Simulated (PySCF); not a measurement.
Ho⁶¹⁺ (holmium, charge +61): Hartree-Fock from Schrödinger to Dirac-Coulomb-Breit

Occupied: 1s1/2, 2s1/2, 2p1/2. Hartree-Fock calculated with PySCF 2.14 in an even-tempered Gaussian basis (16 s from 14 bohr⁻², ratio 2.7; 13 p from 17 bohr⁻², ratio 2.7), Gaussian nucleus throughout. NR is non-relativistic, sf-X2C the spin-free one-electron X2C Hamiltonian, X2C adds the bare one-electron spin-orbit term, X2C-SNSO screens it by Boettger's factors, DC is four-component Dirac-Coulomb, and the Gaunt and Breit terms are added at first order (total energies over the DC spinors, levels after relaxing the spinors in that mean field). QED terms are absent. Levels marked empty are virtual spinors of this ion.

| Hamiltonian | E (hartree) |
| --- | --- |
| X2C | -6985.7239 |
| X2C-SNSO | -6984.0129 |
| DC | -6987.1759 |
| DC+Gaunt | -6979.6685 |
| DC+Breit | -6980.0551 |

| level (eV) | X2C | X2C-SNSO | DC | DC+Gaunt | DC+Breit |
| --- | --- | --- | --- | --- | --- |
| 1s1/2 | -62191.3 | -62193.1 | -62240.8 | -62090.0 | -62094.9 |
| 2s1/2 | -14891.1 | -14891.7 | -14898.2 | -14882.6 | -14884.0 |
| 2p1/2 | -14684.2 | -14661.3 | -14667.7 | -14635.6 | -14639.3 |
| 2p3/2 (empty) | -13417.4 | -13425.8 | -13427.0 | -13411.5 | -13415.1 |
| 3s1/2 (empty) | -6221.2 | -6221.3 | -6222.9 | -6218.5 | -6219.1 |

Q: How large are the two-electron picture-change error of X2C and the Breit correction in the total energy?

A: X2C-1e lies 1.4520 hartree above Dirac-Coulomb; Gaunt adds 7.5074 and the full Breit term 7.1208 hartree.

Weight of the small component: 1s1/2 0.0630, 2s1/2 0.0150, 2p1/2 0.0150, 2p3/2 0.0138, 3s1/2 0.00625.

Koopmans' value for the highest occupied level at DC+Breit: 14639.3 eV, against an ionisation energy of 14639 ± 12 eV (theoretical estimate listed by NIST; NIST Atomic Spectra Database, ionization energies); the former lacks relaxation, correlation, QED and recoil.

The whole ladder took 65 s of wall time on 1 thread of Neoverse-V1 (shared host), launched as `OMP_NUM_THREADS=1 python relrun2.py TASK.json OUT` (a driver that calls PySCF for each Hamiltonian).
